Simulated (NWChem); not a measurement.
BiBr$_{2}$F; SMILES [Br][Bi]([F])[Br]

Program: NWChem. Medium grid unless said otherwise, to which SCAN and Minnesota functionals are sensitive. Structure relaxed at the PBE-D3(BJ)/def2-SVP level. def2 effective core potentials on Bi; no spin-orbit coupling.

**Question.** Among these, which level gives the lowest value of “dipole (D)”?
A. LDA (Slater exchange, VWN5)/def2-SVP
B. BHandHLYP/def2-SVP
C. LC-BLYP (range parameter 0.33 per bohr)/def2-SVP
D. r2SCAN0/def2-SVP

**Answer.** A, LDA (Slater exchange, VWN5)/def2-SVP. Values: LDA (Slater exchange, VWN5)/def2-SVP 3.63; LC-BLYP (range parameter 0.33 per bohr)/def2-SVP 4.10; r2SCAN0/def2-SVP 4.29; BHandHLYP/def2-SVP 4.41
